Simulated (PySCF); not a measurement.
# Low-lying terms of Te⁶⁺ (tellurium, charge +6)

Ground state [Kr] 4d10, ¹S. Computed with PySCF 2.14 in x2c-TZVPall with one added diffuse shell each of s, p, d, f type (9s7p5d3f, 76 functions), with the spin-free X2C one-electron Hamiltonian (Gaussian nucleus). Vertical excitation energies in eV without spin-orbit coupling; excited terms of each kind are numbered among those the solver found. Frozen: [Kr].

| term | leading excitation | EOM-EE-CCSD |
| --- | --- | --- |
| 1 3D | 4d → s | 39.408 |
| 1 1D | 4d → s | 40.162 |
| 1 3P° | 4d → p | 52.261 |
| 1 3F° | 4d → p | 52.882 |
| 1 1F° | 4d → p | 53.345 |
| 1 1D° | 4d → p | 54.017 |
| 1 3D° | 4d → p | 54.042 |
| 1 1P° | 4d → p | 54.047 |
| 1 3G | 4d → d | 73.384 |
| 1 1G | 4d → d | 73.620 |

The spin-orbit splitting of the hole, absent here, rivals or exceeds the spacing of these terms, so the LS terms are model states.

The solver can miss terms.
